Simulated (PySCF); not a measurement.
Isomers of C4H3N. All species are isolated molecules in the gas phase. Strings in code marks are SMILES.

All values below come from PBE-D3(BJ)/def2-TZVP // B3LYP-D3(BJ)/def2-TZVP in PySCF 2.14.0. Excitations are Tamm–Dancoff values on a coarser integration grid. The basis has no diffuse functions, so Rydberg states are missing or too high.

| species | S1 excitation (TDA) (eV) | T1 excitation (TDA) (eV) |
|---|---|---|
| `C#CNC#C` | (withheld) | (withheld) |
| `C#CCC#N` | 6.41 | 5.46 |
| `N(=C=C)C#C` | 3.57 | 3.26 |
| `C1C(C=1)=C=N` | 2.94 | 2.20 |

Fill in the missing entries.


- `C#CNC#C`, S1 excitation (TDA) (eV): 4.68
- `C#CNC#C`, T1 excitation (TDA) (eV): 4.44
